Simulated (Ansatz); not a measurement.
This geometry of F$_{4}$H$_{3}$NTi (9 atoms, charge 0, multiplicity 1) is a first-order saddle point.

Theory: RKS BHLYP/def2-SVP in Ansatz.

```xyz
9
Properties=species:S:1:pos:R:3
Ti -0.189 -0.019 0.150
N -0.173 -0.021 2.139
H 0.143 -0.878 2.578
H 0.318 0.750 2.578
F 1.510 -0.205 -0.091
F -0.455 1.504 -0.608
F -0.777 -1.449 -0.609
F -2.186 0.198 1.008
H -1.558 0.129 1.831
```

(1) Which two structures does it join? (They come from a converged band through this point; their orientation in space is the band's.)

(2) How far does it lie above each of them?

Answers

(1) Bonds broken: F8–H9. Bonds formed: N2–H9.

Initial state:

```xyz
9
Properties=species:S:1:pos:R:3
Ti -0.075 -0.024 0.178
N -0.094 -0.031 2.091
H 0.145 -0.894 2.567
H 0.359 0.736 2.575
F 1.601 -0.181 -0.207
F -0.447 1.527 -0.485
F -0.736 -1.468 -0.499
F -2.327 0.193 0.986
H -1.793 0.153 1.770
```

Final state:

```xyz
9
Properties=species:S:1:pos:R:3
Ti -0.435 0.234 -0.019
N -0.301 -0.282 2.233
H -0.303 -1.285 2.372
H 0.550 0.091 2.636
F 1.078 1.022 0.346
F -0.535 0.620 -1.705
F -0.432 -1.505 -0.143
F -1.902 1.006 0.520
H -1.087 0.109 2.737
```

(2) 0.036 eV above the first and 1.715 eV above the second. This is the barrier of this one path; another mechanism may lie lower. The orbitals stay closed-shell, which can raise the energy where a bond breaks towards radicals; this wasn't checked here.

Time of the run: 2.6 min on 4 threads of Intel(R) Xeon(R) Platinum 8559C (Emerald Rapids) (shared host), peak memory 0.33 GiB.
